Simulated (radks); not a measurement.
The numbers below are computed, except where a source is named.
The copper ion Cu+, 28 electrons, occupied as [Ar] 3d10. Code: a radial shooting solver on a logarithmic mesh with Libxc functionals. Model: non-relativistic Kohn-Sham, r2SCAN, spin-polarised, spherical densities, point nucleus; meta-GGA in the generalised Kohn-Sham scheme.

Unscreened Slater integrals over Kohn-Sham orbitals (cm^-1). They are taken over the spin-up orbitals. Empty in this configuration: 4s.

F0(3d,3d): 208270
F2(3d,3d): 92807
F4(3d,3d): 57109
F0(3d,3p): 231970
F2(3d,3p): 106850
G1(3d,3p): 132070
G3(3d,3p): 79442
F0(3d,3s): 236150
G2(3d,3s): 99184
F0(3d,2p): 300990
F2(3d,2p): 55901
G1(3d,2p): 41487
G3(3d,2p): 23566
F0(3d,4s): 95080
G2(3d,4s): 11730
F0(3p,3p): 262890
F2(3p,3p): 131120
F0(3p,3s): 268080
G1(3p,3s): 177300
F0(3p,2p): 358200
F2(3p,2p): 70700
G0(3p,2p): 27047
G2(3p,2p): 28486
F0(3p,4s): 97549
G1(3p,4s): 4873.4
F0(3s,3s): 273740
F0(3s,2p): 365170
G1(3s,2p): 29440
F0(3s,4s): 97822
G0(3s,4s): 3499.6
F0(2p,2p): 964520
F2(2p,2p): 456060
F0(2p,4s): 102870
G1(2p,4s): 1702.3
F0(4s,4s): 74909
